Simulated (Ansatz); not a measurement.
## Abstraction of Br: CHBrI2 + CHBrCl → CHI2 + CHBr2Cl

Species: CHBrI2 (bromodiiodomethane) `BrC(I)I`, singlet; CHBrCl `Cl[CH]Br`, doublet; CHI2 `I[CH]I`, doublet; CHBr2Cl (chlorodibromomethane) `ClC(Br)Br`, singlet. A radical takes Br: the energy is the difference in strength between two C–Br bonds in different surroundings.

Shapes, held fixed at every level: PBE0-D4/def2-TZVP. Programs: Ansatz 0.2.0. The zero-point and thermal change to 298 K, harmonic and unscaled (PBE0-D4/def2-TZVP), is -0.2 kJ/mol.

```json
{"level": "SPW92/def2-TZVPP", "kind": "LDA", "ΔH(298 K) (kJ/mol)": "-3.4", "less CCSD(T)/def2-TZVPP": "+0.4", "CPU time (sum over the molecules)": "24 s"}
{"level": "r2SCAN-D4/def2-TZVPP", "kind": "meta-GGA", "ΔH(298 K) (kJ/mol)": "-2.8", "less CCSD(T)/def2-TZVPP": "+1.0", "CPU time (sum over the molecules)": "92 s"}
{"level": "B3LYP-D4/def2-TZVPP", "kind": "global hybrid", "ΔH(298 K) (kJ/mol)": "-1.1", "less CCSD(T)/def2-TZVPP": "+2.7", "CPU time (sum over the molecules)": "73 s"}
{"level": "PBE0-D4/def2-TZVPP", "kind": "global hybrid", "ΔH(298 K) (kJ/mol)": "-1.3", "less CCSD(T)/def2-TZVPP": "+2.5", "CPU time (sum over the molecules)": "53 s"}
{"level": "r2SCAN0-D4/def2-TZVPP", "kind": "global hybrid", "ΔH(298 K) (kJ/mol)": "-2.3", "less CCSD(T)/def2-TZVPP": "+1.5", "CPU time (sum over the molecules)": "1.9 min"}
{"level": "wB97X-V/def2-TZVPP", "kind": "range-separated hybrid", "ΔH(298 K) (kJ/mol)": "-2.0", "less CCSD(T)/def2-TZVPP": "+1.8", "CPU time (sum over the molecules)": "2.4 min"}
{"level": "B2PLYP/def2-TZVPP", "kind": "double hybrid", "ΔH(298 K) (kJ/mol)": "-1.9", "less CCSD(T)/def2-TZVPP": "+1.9", "CPU time (sum over the molecules)": "98 s"}
{"level": "CCSD(T)/def2-TZVPP", "kind": "coupled cluster or CI", "ΔH(298 K) (kJ/mol)": "-3.8", "less CCSD(T)/def2-TZVPP": "0.0", "CPU time (sum over the molecules)": "30 min"}
```

The highest level, CCSD(T)/def2-TZVPP, gives ΔH(298 K) = -3.8 kJ/mol; the levels span -3.8 to -1.1. That is about zero within the method's error. The column of differences is taken from that level and isn't an error. No measured value is set beside it here. Spin contamination: CHI2 (⟨S²⟩ up to 0.78). Open shells run unrestricted. For atoms past krypton def2 sets carry core potentials with scalar relativity. Relativity is left out for Br. Outer-core shells of Br, I are correlated, in sets that cover them unevenly. Times are processor times on shared x86 and Arm servers, and rough.
